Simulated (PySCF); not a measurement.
# Computed properties of Cl₂HSi, SMILES Cl[SiH]Cl

Cl₂HSi, SMILES Cl[SiH]Cl (connectivity only; charge and spin as stated), charge +1, multiplicity 1. Coordinates come from a PBE0-D3(BJ)/def2-TZVP optimisation. The spin state was assumed, not searched. The isomer is the one that the SMILES or the coordinates give; other isomers of the formula were not compared. Other conformers were not sampled. All values are computed for the isolated molecule unless a solvent is named; none is compared with measurement here.

**Structure.** The optimised structure has C2v symmetry. All 6 harmonic modes at PBE0-D3(BJ)/def2-TZVP (PySCF) are real, so it is a minimum. With heavy atoms numbered as in [Cl:1][SiH:2][Cl:3], the shortest bond between them is Si2–Cl3 at 1.946 Å and the longest Cl1–Si2 at 1.946 Å.

**Vibrations.** The strongest infrared lines (harmonic, unscaled, degenerate partners summed) lie at 813 cm⁻¹ (207 km/mol, H 55 %, Si 36 %, Cl 9 %), 729 cm⁻¹ (43 km/mol, H 42 %, Si 31 %, Cl 28 %), 591 cm⁻¹ (42 km/mol, Cl 59 %, Si 39 %). The softest mode is at 203 cm⁻¹ and the zero-point energy is 7.4 kcal/mol.

**Electronic structure.** PBE0/def2-TZVPD (PySCF) places the frontier levels at -15.96 and -8.89 eV, a gap of 7.07 eV and a mean polarisability of 44.4 bohr³.

**Excitations.** TDDFT-PBE0/def2-SVPD (PySCF) has S1 at 5.45 eV (228 nm, f = 0.000, dark); the most intense of the 10 singlets computed lies at 6.31 eV (f = 0.08). T1 (TDA) is at 5.25 eV. No vertical singlet excitation falls in the visible range (under 3.1 eV).

**NMR.** GIAO shifts at KT2/pcSseg-2 (PySCF) (non-relativistic, atoms alike by connectivity averaged): ¹H at 8.1 ppm against TMS; ²⁹Si at 135.2 ppm against TMS. Without spin–orbit terms, shifts of atoms bonded to Cl or Br come out too high.
